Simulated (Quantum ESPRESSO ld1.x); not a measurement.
Q: W20+, 54 electrons, occupied as [Kr] 4d10 4f8. All-electron calculation, scalar-relativistic Kohn-Sham, LDA (Slater exchange, VWN5 correlation), spin-polarised, spherical densities, point nucleus; open shells are filled with parallel spins first. Program: ld1.x of Quantum ESPRESSO 7.5. Some entries of the table are withheld. Estimate them.

| orbital | occ. | eigenvalue (eV) | <1/r> (bohr^-1) |
|---|---|---|---|
| 1s down | 1 | -69974.6 | 87.05 |
| 1s up | 1 | -69974.6 | 87.05 |
| 2s up | 1 | -12519.4 | 20.35 |
| 2s down | 1 | -12519.2 | 20.35 |
| 2p up | 3 | -11019.3 | 18.44 |
| 2p down | 3 | -11019.1 | 18.44 |
| 3s up | 1 | -3294.90 | 7.536 |
| 3s down | 1 | -3289.81 | 7.544 |
| 3p up | 3 | -2850.60 | 6.960 |
| 3p down | 3 | -2845.51 | 6.968 |
| 3d up | 5 | -2338.73 | 6.577 |
| 3d down | 5 | -2334.76 | 6.585 |
| 4s up | 1 | -1080.90 | 3.286 |
| 4s down | 1 | -1072.55 | 3.280 |
| 4p up | 3 | -930.921 | (1) |
| 4p down | 3 | -922.863 | (2) |
| 4d up | 5 | (3) | 2.738 |
| 4d down | 5 | (4) | 2.730 |
| 4f up | 7 | -530.549 | 2.422 |
| 4f down | 1 | -522.305 | 2.412 |

A: 
(1) 4p up <1/r> (bohr^-1): 3.012
(2) 4p down <1/r> (bohr^-1): 3.006
(3) 4d up eigenvalue (eV): -741.557
(4) 4d down eigenvalue (eV): -733.689
